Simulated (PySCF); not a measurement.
H2Te, SMILES [TeH2+], charge +1, multiplicity 2.

Coordinates come from a PBE-D3(BJ)/def2-TZVPD optimisation. The def2 effective core potentials stand for the cores of Te; spin–orbit coupling is left out.

Calculation: PySCF 2.14.0 with PBE-D3(BJ)/def2-TZVPD.

Frequencies are harmonic and unscaled.

### Question
List the normal modes with their intensities. (The exact figures need the calculation; the answer reports its results.)

### Answer

```tsv
mode	ν (cm⁻¹)	IR (km/mol)	moving atoms (share of kinetic energy)
1	849	0.9	H 99 %
2	2049	2.9	H 99 %
3	2055	6.0	H 99 %
```
